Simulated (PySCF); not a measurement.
Pb₂O₂, optimised at PBE/def2-SVP:

```xyz
4

Pb    -1.3086    -0.9182     0.0073
O      0.7137    -1.1174    -0.7256
Pb     1.2881     0.9466    -0.4487
O     -0.7342     1.1458     0.2842
```

Computed with PySCF and rigid-rotor harmonic-oscillator thermochemistry at 1 bar. All species are closed-shell singlets. Pb: scalar-relativistic def2 core potential, no spin-orbit coupling. Pb₂O₂: computed as isolated molecules; such fragments, hydroxides, amides, oligomers or adducts are transient or little studied in the gas.

Problem. List the harmonic frequencies (cm⁻¹, unscaled) at this level and at the other levels, each on its own geometry.

Solution. 
- PBE/def2-SVP: 79, 154, 377, 462, 508, 550
- PBE0/def2-TZVP: 116, 164, 410, 490, 551, 589
